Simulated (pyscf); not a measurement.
HO–Bi(F)–F, singlet

Gas-phase minimum from PySCF at ωB97X-D3(BJ)/def2-SVP, one conformer. 

SMILES: [OH][Bi]([F])[F]
```xyz
5

O     -0.0923     0.0112     0.9908
Bi    -2.0421    -0.5638     0.7264
F     -1.6350    -2.2178    -0.3637
F     -2.3815     0.5686    -0.9141
H      0.4277    -0.0187     0.1749
```

Bonded distances (Å): O1–Bi2 2.050, O1–H5 0.968, Bi2–F3 2.022, Bi2–F4 2.022. Bond angles (°): Bi2–O1–H5 113.2, O1–Bi2–F3 96.2, O1–Bi2–F4 96.2, F3–Bi2–F4 93.1.

Properties at ωB97X-D3(BJ)/def2-SVP:

```
Quantity                                                                                                                                                           Value
---------------------------------------------------------------------------------------------------------------------  -------------------------------------------------
Harmonic wavenumbers, unscaled                                                                                         123, 182, 192, 271, 597, 603, 625, 822, 3866 cm⁻¹
Zero-point energy                                                                                                                                          10.4 kcal/mol
Rotational symmetry number                                                                                                                                             1
Entropy of this conformer at 298 K and 1 atm, rigid rotor and harmonic oscillator, modes under 100 cm⁻¹ raised to 100                                    333.3 J/(mol K)
Dipole moment                                                                                                                                                     3.38 D
```

Single-point totals, which compare only within one level (frozen core for MP2 and CC):

```
level                   total energy (hartree)
----------------------  ----------------------
ωB97X-D3(BJ)/def2-TZVP              -490.43847
PBE/def2-TZVP                       -490.12850
r²SCAN/def2-TZVP                    -490.34301
B3LYP-D3(BJ)/def2-TZVP              -490.43642
PBE0-D3(BJ)/def2-TZVP               -490.08550
M06-2X/def2-TZVP                    -490.11919
ωB97M-D3(BJ)/def2-TZVP              -490.41557
HF/def2-TZVPP                       -488.06394
MP2/def2-TZVPP                      -489.25122
CCSD/def2-TZVPP                     -489.21468
CCSD(T)/def2-TZVPP                  -489.25072
```

Soft torsions are taken as harmonic, which can shift the entropy by several J/(mol K). The CCSD(T) − MP2 part came from Ansatz, without density fitting, on the same reference. The frozen core leaves the outer d or s,p core shells of the metals and heavy elements correlated in the MP2 and CC values, and def2-TZVPP describes them poorly, so these totals are far from the basis limit. Elements past Kr carry the def2 core potentials, without spin-orbit coupling.
